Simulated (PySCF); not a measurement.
## A search over the determinants of TlO

Unrestricted PBE0; basis Tl def2-SVPD with ECP60, O def2-SVPD; scalar-relativistic core potentials; PySCF 2.14. Outer shells of the fragments: Tl 5d10 6s2 6p1; O 2s2 2p4.

Followed along the bond (rough minima from three points):

```
2Ms+1   unpaired  ⟨S²⟩ at the start  R at minimum (Å)  Te (eV)
    2        π ↑               0.76              2.23     0.00
    2        σ ↑               0.76              2.08     0.24
    4  σ ↑, π ↑↑               3.76  none in the scan   ≤ 3.23
```

Solutions found at the starting distance of 2.030 Å, counted from the lowest of them; the search is not exhaustive and high or unbound solutions are not listed, so other states can lie among these:

```csv
2Ms+1,unpaired,term,E (eV),⟨S²⟩,⟨Lz²⟩,μ (D)
2,σ ↑,²Σ⁺,0.00,0.76,0.00,-4.62
2,π ↑,²Π,0.01,0.76,1.01,-2.78
4,"σ ↑, π ↑↑",mixed,3.44,3.76,2.01,-0.82
4,"σ ↑, π ↑↑",mixed,3.59,3.76,2.01,-0.72
2,"σ ↑, π ↑↓",mixed,3.87,1.77,2.01,-0.39
4,π ↑↑↑,⁴Π,4.97,3.76,1.00,2.33
4,"σ ↑↑, π ↑",⁴Π,5.27,3.76,1.01,0.86
4,"σ ↑↑, π ↑",⁴Π,6.73,3.76,1.01,-3.53
4,"σ ↑, π ↑, δ ↑",mixed,7.53,3.76,5.01,-0.49
```

A term symbol is given only where ⟨S²⟩ and ⟨Lz²⟩ are close to those of a pure state; real π, δ and φ orbitals otherwise mix terms. A positive dipole means Tl(−)O(+).

Task: Compare the gap between the two lowest followed solutions at the starting distance with the gap between their minima.

Result: At PBE0 the second solution (doublet, unpaired electrons σ ↑) lies -0.01 eV from the first (doublet, unpaired electrons π ↑) at 2.030 Å and +0.24 eV at the minima; the two curves relax by different amounts, since their minima lie near 2.08 and 2.23 Å.

These are scalar-relativistic numbers at best; spin–orbit coupling would shift them, the dissociation energy most. Counting both spins, an empty level lies below a filled one in some of these solutions, because spin and occupation are held.
